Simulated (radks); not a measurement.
Dynamic dipole polarisability and lines of the chlorine ion Cl13+, [He] 2s2. Method: scalar-relativistic Kohn-Sham, LDA (Slater exchange, Perdew-Wang correlation), spin-unpolarised, spherical densities, finite nucleus; Fermi nuclear charge, rms radius of each element as measured or else 0.836 A^(1/3) + 0.57 fm; computed with a radial shooting solver on a logarithmic mesh with Libxc functionals. Time-dependent linear response with the Hartree and adiabatic LDA kernel, continuum included through the Sternheimer equations, no spin-orbit coupling, so fine structure and intercombination lines are absent. Lines are the poles of the dipole polarisability below minus the highest occupied eigenvalue, found on a grid refined at the orbital gaps; the lowest seven at most are given, and weak or close lines can be missed. The first line takes the name of the lowest orbital gap if no other gap lies below it; otherwise a line is named after a gap within 0.6 % of it, if that gap stands alone.

photon energy (eV)  alpha (bohr^3)
0                          0.06984
11.843                     0.07412
82.901                    -0.02941
153.96                   -0.002894
225.02                    0.001711
296.08                    0.004469
367.13                    0.009391
438.19                     -0.2085
509.25                   -0.003971
580.31                   -0.008823
651.37                    0.003921

Lines (eV, oscillator strength): 48.001 (25.83 nm, 2s-2p), f = 0.206; 435.56 (2.847 nm, 2s-3p), f = 0.652; 566.51 (2.189 nm, 2s-4p), f = 0.164; 623.98 (1.987 nm, 2s-5p), f = 0.0682; 654.45 (1.894 nm, 2s-6p), f = 0.0355; 672.57 (1.843 nm, unassigned), f = 0.0210; 684.21 (1.812 nm, unassigned), f = 0.0135. Higher lines, where found, are left out when the end of the mesh affects them. Those listed give 99 % of the static polarisability (sum of f/w^2). Orbital energy gaps for comparison: 2s-2p 35.411 eV; 2s-3p 436.66 eV; 2s-4p 566.77 eV; 2s-5p 624.07 eV; 2s-6p 654.50 eV.
